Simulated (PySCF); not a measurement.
Species: C5H6Cl2O2.
Structure used (GFN2-xTB), in Å, numbered top down from 1:
```xyz
15
C5H6Cl2O2 angstrom
C      3.2525    0.5609    0.5196
C      2.1912   -0.1548    0.2036
O      0.9197    0.2951    0.4996
C     -0.1224   -0.4847    0.1973
O     -0.0487   -1.5674   -0.3139
C     -1.4237    0.1824    0.6180
C     -2.5252   -0.1786   -0.3613
Cl    -4.1113    0.3173    0.2652
Cl    -2.2293    0.6206   -1.9234
H      3.1610    1.5098    1.0169
H      4.2380    0.2079    0.2837
H      2.2236   -1.1140   -0.2960
H     -1.6877   -0.1940    1.6102
H     -1.2851    1.2621    0.6791
H     -2.5571   -1.2545   -0.5478
```

Computed at PBE0/pcSseg-1 (PySCF, non-relativistic), with Q(17O) = −0.0256 b, Q(35Cl) = −0.0817 b: O3, 17O (I = 5/2): χzz = -9.769 MHz, η = 0.162; O5, 17O (I = 5/2): χzz = 9.418 MHz, η = 0.191; Cl8, 35Cl (I = 3/2): χzz = -79.19 MHz, η = 0.032.

Find the zero-field quadrupole resonance frequencies of 17O at O3.

From the eigenvalues of H = χ/[4I(2I − 1)] × [3Iz² − I(I + 1) + η(Ix² − Iy²)], steps between neighbouring levels, labelled as for η = 0: ±1/2↔±3/2 1.507 MHz, ±3/2↔±5/2 2.915 MHz (ester single-bonded oxygen).

Where would the pure quadrupole (NQR) lines of 17O at O5 fall for the rigid, isolated species?

From the eigenvalues of H = χ/[4I(2I − 1)] × [3Iz² − I(I + 1) + η(Ix² − Iy²)], steps between neighbouring levels, labelled as for η = 0: ±1/2↔±3/2 1.468 MHz, ±3/2↔±5/2 2.805 MHz (ester carbonyl oxygen).

Find the zero-field quadrupole resonance frequencies of 35Cl at Cl8.

From ν = (|χ|/2)√(1 + η²/3): ν = 39.60 MHz (alkyl chlorine). For 37Cl the ratio of quadrupole moments, 0.7881, gives 31.21 MHz.

Apply the simplest Townes–Dailey estimate (no s hybridisation, no π bonding), ionic character = 1 − χzz/χ0, where χ0 is the coupling for one missing p electron along the bond: −109.74 MHz for 35Cl.

Cl8 on C7: 1 − (-79.19)/(-109.74) = 0.28. In this model a purely covalent bond gives χ0 and a free halide ion gives zero; s hybridisation or π bonding, where present, is counted here as ionic character.

In a crystal, neighbours and librations shift these lines. GFN2-xTB bond lengths can be off by several hundredths of an ångström, more for odd bonds, and the gradients follow them. With so small a basis the couplings can be 20 % off.

One conformer stands for the species.
